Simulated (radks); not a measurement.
Task: Ge, configuration [Ar] 3d10 4s2 4p2. Method: Dirac Kohn-Sham, PBE, spin-unpolarised, spherical densities, finite nucleus; open shells fill j = l - 1/2 first; Fermi nuclear charge, rms radius 4.0742 fm; computed with a radial shooting solver on a logarithmic mesh with Libxc functionals. Some entries of the table are withheld. Estimate them.

orbital  occ.  eigenvalue (Ry)  r(max) (bohr)  <1/r> (bohr^-1)
1s1/2       2              (1)        0.03073              (2)
2s1/2       2        -100.7711         0.1761            7.149
2p1/2       2              (3)         0.1392            7.111
2p3/2       4              (4)         0.1421            6.917
3s1/2       2              (5)         0.5425            2.292
3p1/2       2         -8.69563         0.5376              (6)
3p3/2       4         -8.38133         0.5460              (7)
3d3/2       4         -2.16808         0.5021            1.788
3d5/2       6         -2.12510         0.5049            1.775
4s1/2       2         -0.85482          1.744           0.6201
4p1/2       2         -0.29012          2.191           0.4577
4p3/2       0         -0.27652          2.234           0.4478

Result: 
(1) 1s1/2 eigenvalue (Ry): -805.3666
(2) 1s1/2 <1/r> (bohr^-1): 32.38
(3) 2p1/2 eigenvalue (Ry): -89.63125
(4) 2p3/2 eigenvalue (Ry): -87.28866
(5) 3s1/2 eigenvalue (Ry): -12.36790
(6) 3p1/2 <1/r> (bohr^-1): 2.165
(7) 3p3/2 <1/r> (bohr^-1): 2.118
